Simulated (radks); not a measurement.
Results of a calculation; reference values are marked as such.
Task: Coherent X-ray form factor from a spherical all-electron density. Level of theory: scalar-relativistic Kohn-Sham, exchange-only B88, spin-polarised, spherical densities, finite nucleus; Fermi nuclear charge, rms radius of each element as measured or else 0.836 A^(1/3) + 0.57 fm (a radial shooting solver on a logarithmic mesh with Libxc functionals).

sin(theta)/lambda (1/angstrom)  f0 (electrons)
0.05                                    53.559
0.1                                     50.614
0.15                                    47.283
0.2                                     43.893
0.25                                    40.728
0.3                                     37.919
0.4                                     33.239
0.5                                     29.372
0.6                                     26.066
0.8                                     21.071
1                                       17.885
1.25                                    15.151
1.5                                     12.810
2                                        8.859

The species is in the configuration that NIST lists as its ground one. Which atom or ion scatters so?

Result: Neutral caesium, [Xe] 6s1. Extrapolating in s^2 from the first two rows gives f0(0) = 54.5, near the electron count 55; among species with that count, the fall with angle is slower the higher Z, and the table is that of Z = 55; from so few rows the species is fixed only to a neighbour or two.
